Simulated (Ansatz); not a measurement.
Calculated with Ansatz (gas phase, PBE0-D4/def2-TZVP geometries, no zero-point term in ΔE). CCSD(T)/CBS is the MP2 limit (def2-TZVPP, def2-QZVPP) plus CCSD(T) − MP2 in def2-TZVPP, frozen cores. This one scheme is used for every species. DFT in def2-TZVPP. For Ge outer-core shells are correlated without core-valence functions, which leaves a few kJ/mol of doubt a bond. Scalar relativity is left out up to krypton. One conformer a species, not always the lowest.

Consider the formal exchange of groups at a Ge–F bond: `[NH2][GeH2][F]` + `O[SiH3]` → `[NH2][GeH2][SiH2]O` + H–F.

| level | ΔE (kcal/mol) |
| --- | --- |
| PBE-D4 | 11.2 |
| ωB97X-V | 17.8 |
| PBE | 13.0 |
| SCS-MP2/def2-TZVPP | 19.4 |
| CCSD(T)/def2-TZVPP | 16.2 |
| HF/def2-QZVPP | 28.0 |
| SCS-MP2/def2-QZVPP | 19.1 |
| MP2/CBS(def2) | 15.3 |

Problem. What does CCSD(T)/CBS give? (Best estimate.)

Solution. Ansatz gave: +14.9 kcal/mol. The listed levels differ from it by -3.7, 2.9, -1.9, 4.5, 1.3, 13.1, 4.2, 0.4 kcal/mol.

Largest T1 diagnostic among the species: 0.012.

In def2-TZVPP, CCSD(T) changes the Hartree–Fock value by −11.0 kcal/mol (the triples alone add −1.3 kcal/mol) and MP2 by −10.6 kcal/mol. The D4 term adds −2.8 kcal/mol with B3LYP and −1.6 kcal/mol with PBE0; it sums over pairs of atoms, weighted by their polarisabilities, and B3LYP, whose exchange is more repulsive, gets the larger term. From PBE to PBE0 (25 % exact exchange), in def2-TZVPP and without D4, ΔE moves by +1.1 kcal/mol.

B3LYP here is the variant with VWN-RPA as its local correlation; programs differ in this.
